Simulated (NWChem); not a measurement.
Species: CH4BFO2; SMILES COB(O)F

```xyz
9

B     -0.0237     0.5115    -0.0001
F     -0.7397     1.6393     0.0002
O      1.3328     0.5697    -0.0001
H      1.6584     1.4748    -0.0003
O     -0.6969    -0.6519    -0.0004
C     -0.0507    -1.8990     0.0003
H     -0.3509    -2.4664     0.8951
H     -0.3607    -2.4720    -0.8876
H      1.0452    -1.7967    -0.0060
```
Atoms are numbered in this order, from 1.

Program: NWChem. Pople sets run with spherical d functions. Coordinates come from a PBE0/def2-SVP optimisation. Vertical excitations in the gas phase; the lowest state need not have the same character in each row.

### Question
Among these, which level gives the lowest value of “lowest excitation, singlet (eV)”?
A. BHandHLYP/6-31G*, full TDDFT
B. B3LYP/6-31G*, full TDDFT
C. LRC-wPBEh/6-31G*, full TDDFT
D. PBE/6-31G*, full TDDFT

### Answer
D, PBE/6-31G*, full TDDFT. Values: PBE/6-31G*, full TDDFT 8.05; B3LYP/6-31G*, full TDDFT 8.88; LRC-wPBEh/6-31G*, full TDDFT 9.57; BHandHLYP/6-31G*, full TDDFT 9.91
